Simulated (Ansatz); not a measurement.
Results of the Gaussian-basis code of Ansatz.

Basis-set series for CH6BNSi. Charge 0, multiplicity 1. The bonds changed during the relaxation, so this is another structure than the one it started from. The structure was optimised at the PBE0-D4/def2-TZVP level.

```json
{"atom": "B1", "x (Å)": "1.184", "y (Å)": "-0.870", "z (Å)": "0.978"}
{"atom": "C2", "x (Å)": "0.017", "y (Å)": "-1.365", "z (Å)": "0.090"}
{"atom": "N3", "x (Å)": "0.050", "y (Å)": "-0.097", "z (Å)": "0.045"}
{"atom": "Si4", "x (Å)": "-0.801", "y (Å)": "1.234", "z (Å)": "-0.698"}
{"atom": "H5", "x (Å)": "2.292", "y (Å)": "-0.868", "z (Å)": "0.521"}
{"atom": "H6", "x (Å)": "1.004", "y (Å)": "-0.776", "z (Å)": "2.160"}
{"atom": "H7", "x (Å)": "-0.680", "y (Å)": "-2.030", "z (Å)": "-0.421"}
{"atom": "H8", "x (Å)": "0.170", "y (Å)": "1.988", "z (Å)": "-1.523"}
{"atom": "H9", "x (Å)": "-1.335", "y (Å)": "2.091", "z (Å)": "0.385"}
{"atom": "H10", "x (Å)": "-1.902", "y (Å)": "0.693", "z (Å)": "-1.537"}
```

```tsv
functional	basis	functions	energy (Eh)	HOMO (eV)	LUMO (eV)
PBE0-D4	def2-SVP	90	-410.31174	-7.81	-1.44
PBE0-D4	def2-QZVPP	421	-410.56524	-7.92	-1.57
ωB97M-V	def2-SVP	90	-410.49333	-10.06	0.90
ωB97M-V	def2-QZVPP	421	-410.75327	-10.21	0.64
```

Task: Give the rows for def2-TZVPP. (An estimate is asked.)

Result: The calculation gave: 
```csv
functional,basis,functions,energy (Eh),HOMO (eV),LUMO (eV)
PBE0-D4,def2-TZVPP,219,-410.54822,-7.91,-1.54
ωB97M-V,def2-TZVPP,219,-410.73765,-10.20,0.71
```

Positive LUMOs are unbound and depend on the basis.
